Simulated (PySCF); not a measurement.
BrFHInO. Atoms are numbered in the order given.

```xyz
5

In     0.0034    -0.6553     0.0000
F      1.7394    -1.5696     0.0000
Br    -0.0394     1.8084     0.0000
O     -1.6321    -1.7911     0.0000
H     -1.3884    -2.7299     0.0000
```
Charge 0, spin multiplicity 1.

The structure is a stationary point at B3LYP-D3(BJ)/def2-SVP. The structure was generated by enumeration; whether it is a known compound was not checked. The def2 effective core potentials stand for the cores of In; spin–orbit coupling is left out. The values are those of a single conformer.

All values below come from B3LYP-D3(BJ)/def2-SVP run with PySCF.

Frequencies are harmonic and unscaled.

Computed harmonic wavenumbers and intensities:
```csv
mode,ν (cm⁻¹),IR (km/mol),Raman (Å⁴/amu),depolarisation,moving atoms (share of kinetic energy)
1,89,3.4,1.6,0.75,"O 36 %, F 22 %, In 21 %, Br 16 %"
2,119,17.8,0.2,0.75,"In 37 %, O 29 %, F 26 %"
3,119,33.9,2.2,0.72,"F 53 %, O 31 %"
4,259,20.8,8.9,0.19,"Br 61 %, In 35 %"
5,285,107.2,0.5,0.75,H 92 %
6,598,44.0,19.9,0.09,"F 55 %, O 35 %, In 9 %"
7,619,66.0,9.4,0.50,"O 51 %, F 31 %, In 18 %"
8,856,63.0,1.7,0.67,H 93 %
9,3798,81.8,184.5,0.27,H 94 %
```
